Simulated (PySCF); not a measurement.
A geometry optimisation on `CCCC12C=CC(C=C1)C=C2`.

Method: PBE0-D3(BJ)/def2-SVP geometry optimisation, gas phase (PySCF 2.14.0). Start geometry: GFN2-xTB. The input is one job of a driver script: a line of settings, then coordinates in Å.

Input:
```
{"job": {"xc": "PBE0", "basis": "def2-SVP", "d3": "d3bj", "grid": 1, "kind": "geom"}, "charge": 0, "multiplicity": 1}
C     -3.582020     0.031800     0.268572
C     -2.163089    -0.392323    -0.090636
C     -1.135546     0.601853     0.448413
C      0.310605     0.241441     0.126676
C      0.776430    -1.089479     0.692409
C      2.036160    -1.382688     0.423292
C      2.747657    -0.319356    -0.387599
C      1.893570    -0.125405    -1.623665
C      0.633738     0.169157    -1.356312
C      2.574024     0.958773     0.409552
C      1.312937     1.248220     0.675360
H     -3.702771     0.088769     1.348378
H     -4.305151    -0.681575    -0.119630
H     -3.807109     1.010052    -0.151166
H     -1.969507    -1.384781     0.319774
H     -2.073709    -0.465955    -1.175724
H     -1.347979     1.590669     0.032652
H     -1.243658     0.669078     1.534451
H      0.100587    -1.693013     1.269596
H      2.560100    -2.270199     0.728796
H      3.785859    -0.558778    -0.607076
H      2.328082    -0.224218    -2.602043
H     -0.132979     0.366134    -2.082791
H      3.433295     1.533881     0.703220
H      0.959538     2.102088     1.224636
```

Output:
```
step   0  E = -426.72352600  max force = 0.013433
step   1  E = -426.72723006  max force = 0.002412
step   2  E = -426.72726070  max force = 0.000300
step   3  E = -426.72726160  max force = 0.000340
optimisation converged
```

Energies in Eh; «max force» is the largest Cartesian gradient component in Eh/bohr.

Question: How much energy does the optimisation release, in kJ/mol?

Answer: E(step 0) − E(last step) = 0.003736 Eh, which is 9.8 kJ/mol.

Question: Give the first gradient maximum in eV/Å.

Answer: With 1 Eh/bohr = 51.422 eV/Å, 0.691 eV/Å.

Main results: final energy -426.72726 Eh after 3 steps; dipole 0.10 D.

The run took about 4 min of CPU time (one thread, shared machine).
Labels such as C1 count atoms from 1, the log's own numbers from 0.
